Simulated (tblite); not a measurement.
Species: C5H4NOP.
Bonds: O1–C2 (double), C2–C3, C3–C4 (aromatic), C4–C5 (aromatic), C5–N6 (aromatic), N6–C7 (aromatic), C7–P8 (aromatic), C3–P8 (aromatic). Hydrogens: H9 on C2; H10 on C4; H11 on C5; H12 on C7.

Computed with GFN2-xTB (tblite), gas phase: L-BFGS steps from a force-field or distance-geometry start until the largest atomic force falls under 0.01 eV/Å.

Step 7: E = -603.7293 eV
```
atom  x, y, z in Å  |  force x, y, z in eV/Å
O1     -2.9687    0.3625   -0.0990    0.050   0.083   0.000
C2     -2.1889   -0.5502   -0.0139    0.010  -0.067  -0.008
C3     -0.7196   -0.3938    0.0089   -0.029   0.084   0.007
C4     -0.2298    0.9051   -0.0702    0.055   0.059  -0.018
C5      1.1168    1.2192   -0.0641   -0.077   0.091   0.012
N6      2.1004    0.3426    0.0205    0.017   0.053  -0.004
C7      1.8693   -0.9383    0.1086    0.046   0.009  -0.011
P8      0.3384   -1.7900    0.1349   -0.232  -0.053  -0.004
H9     -2.5619   -1.5875    0.0507    0.185  -0.179   0.021
H10    -0.9463    1.7071   -0.1436   -0.143   0.059  -0.006
H11     1.4181    2.2551   -0.1282    0.098   0.036  -0.008
H12     2.7734   -1.5324    0.1695    0.020  -0.174   0.018
```

Step 8: E = -603.7336 eV
```
atom  x, y, z in Å  |  force x, y, z in eV/Å
O1     -2.9654    0.3636   -0.0989    0.014   0.004   0.000
C2     -2.1877   -0.5514   -0.0144   -0.005  -0.024   0.002
C3     -0.7206   -0.3905    0.0094    0.011  -0.015   0.002
C4     -0.2289    0.9060   -0.0708    0.034   0.102  -0.009
C5      1.1153    1.2234   -0.0638    0.004   0.023   0.007
N6      2.0963    0.3426    0.0203    0.045   0.020   0.005
C7      1.8653   -0.9386    0.1083    0.085  -0.012  -0.008
P8      0.3313   -1.7896    0.1345   -0.139  -0.046   0.001
H9     -2.5539   -1.5932    0.0515    0.159  -0.097   0.011
H10    -0.9464    1.7036   -0.1434   -0.200   0.143  -0.015
H11     1.4236    2.2577   -0.1285    0.062   0.018  -0.005
H12     2.7722   -1.5345    0.1697   -0.069  -0.115   0.010
```

Step 9: E = -603.7375 eV
```
atom  x, y, z in Å  |  force x, y, z in eV/Å
O1     -2.9622    0.3645   -0.0987   -0.028  -0.083   0.002
C2     -2.1866   -0.5527   -0.0147    0.008   0.009   0.012
C3     -0.7213   -0.3879    0.0098    0.049   0.004  -0.010
C4     -0.2282    0.9095   -0.0716   -0.030   0.080   0.003
C5      1.1146    1.2274   -0.0633    0.045  -0.004  -0.003
N6      2.0935    0.3430    0.0201    0.056  -0.084   0.017
C7      1.8628   -0.9392    0.1079    0.045  -0.007  -0.007
P8      0.3226   -1.7898    0.1341    0.022  -0.005   0.003
H9     -2.5434   -1.6003    0.0524    0.118  -0.003   0.000
H10    -0.9504    1.7030   -0.1435   -0.185   0.161  -0.018
H11     1.4300    2.2605   -0.1288    0.028  -0.010  -0.001
H12     2.7697   -1.5388    0.1702   -0.128  -0.059   0.002
```

Step 10: E = -603.7403 eV
```
atom  x, y, z in Å  |  force x, y, z in eV/Å
O1     -2.9605    0.3638   -0.0986   -0.057  -0.136   0.004
C2     -2.1852   -0.5537   -0.0147    0.035   0.031   0.015
C3     -0.7208   -0.3853    0.0099    0.052   0.014  -0.015
C4     -0.2285    0.9135   -0.0721   -0.063   0.105   0.005
C5      1.1147    1.2304   -0.0631    0.070  -0.058  -0.005
N6      2.0926    0.3418    0.0204    0.004  -0.057   0.014
C7      1.8609   -0.9396    0.1075   -0.004  -0.043   0.000
P8      0.3167   -1.7904    0.1339    0.113   0.047   0.001
H9     -2.5333   -1.6056    0.0530    0.081   0.052  -0.006
H10    -0.9564    1.7053   -0.1438   -0.106   0.107  -0.014
H11     1.4354    2.2624   -0.1290    0.009  -0.028   0.002
H12     2.7657   -1.5431    0.1706   -0.133  -0.034  -0.002
```

Problem. Estimate the geometry and energy of step 11. (The exact step hangs on the optimiser's Hessian estimate; all steps are aligned on step 10, rigid shifts and turns removed.)

Solution. E = -603.7434 eV, largest force 0.181 eV/Å
```
atom  x, y, z in Å  |  force x, y, z in eV/Å
O1     -2.9601    0.3606   -0.0983   -0.087  -0.159   0.005
C2     -2.1824   -0.5547   -0.0144    0.062   0.028   0.013
C3     -0.7193   -0.3819    0.0098    0.050   0.088  -0.019
C4     -0.2297    0.9202   -0.0726   -0.069   0.059   0.008
C5      1.1158    1.2325   -0.0629    0.028  -0.045  -0.010
N6      2.0915    0.3401    0.0208   -0.029  -0.065   0.011
C7      1.8582   -0.9412    0.1070   -0.057  -0.024   0.004
P8      0.3118   -1.7904    0.1337    0.156   0.085  -0.002
H9     -2.5201   -1.6108    0.0536    0.039   0.084  -0.009
H10    -0.9651    1.7097   -0.1445    0.001   0.040  -0.006
H11     1.4419    2.2639   -0.1292   -0.007  -0.059   0.006
H12     2.7587   -1.5488    0.1710   -0.087  -0.031  -0.003
```

The energy changes by -0.0031 eV. The first-order estimate −F·Δx gives -0.0043 eV and the mean of the old and new forces, exact on a quadratic surface, -0.0031 eV. The step makes an angle of 58° with the force vector and moves no atom by more than 0.014 Å.
